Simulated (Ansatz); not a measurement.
## Equilibrium of C2H3I + SiH3I ⇌ C2H6Si + I2 at process temperatures

Gas-phase species: C2H3I (vinyl iodide) `C=CI`, singlet; SiH3I `[SiH3]I`, singlet; C2H6Si (vinylsilane) `C=C[SiH3]`, singlet; I2 (iodine), singlet. The partners trade I for SiH3: C–I and I–SiH3 bonds give way to C–SiH3 and I–I.

The electronic reaction energy at CCSD(T)/def2-TZVPP is +46.9 kJ/mol. Shapes: PBE0-D4/def2-TZVP. Programs: Ansatz 0.2.0. Enthalpy and entropy come from rigid-rotor, harmonic-oscillator sums on unscaled PBE0-D4/def2-TZVP wavenumbers, ideal gases at 1 bar. Symmetry numbers: C2H3I 1, SiH3I 3, C2H6Si 1, I2 2. R = 8.3145 J/(mol K).

| T (K) | ΔH (kJ/mol) | ΔS (J/(mol K)) |
| --- | --- | --- |
| 600 | +49.4 | -6.0 |
| 800 | ? | ? |
| 1000 | +50.8 | -4.3 |

Q: Work out ln K at 600 and 1000 K, and from these estimate it at 800 K.

A: 
1. 600 K: ΔG = +49.4 − 600 × (-6.0)/1000 = +53.0 kJ/mol; ln K = −ΔG/RT = -10.62.
2. 1000 K: ΔG = +50.8 − 1000 × (-4.3)/1000 = +55.1 kJ/mol; ln K = −ΔG/RT = -6.63.
3. Slope against 1000/T: (-6.63 − (-10.62))/(1.0000 − 1.6667) = -5.98, that is −ΔH/R with ΔH near +50 kJ/mol.
4. 800 K: ln K = -10.62 + (-5.98) × (1.2500 − 1.6667) = -8.13.

The full sums give ΔH = +50.0 kJ/mol, ΔS = -5.1 J/(mol K), ΔG = +54.1 kJ/mol and ln K = -8.13 at 800 K, so the line is off by 0.00 in ln K; without rounding the miss is +0.01, from the change of ΔH with temperature. The reactants are favoured over this whole range. An error of 10 kJ/mol in the energy moves ln K by 1.5 at 800 K. Soft modes are treated as harmonic, which can err either way at these temperatures; the lowest are those of C2H6Si (143 cm⁻¹). Other reactions of these species are left aside. For atoms past krypton def2 sets carry core potentials with scalar relativity. Outer-core shells of I are correlated, in sets that cover them unevenly.
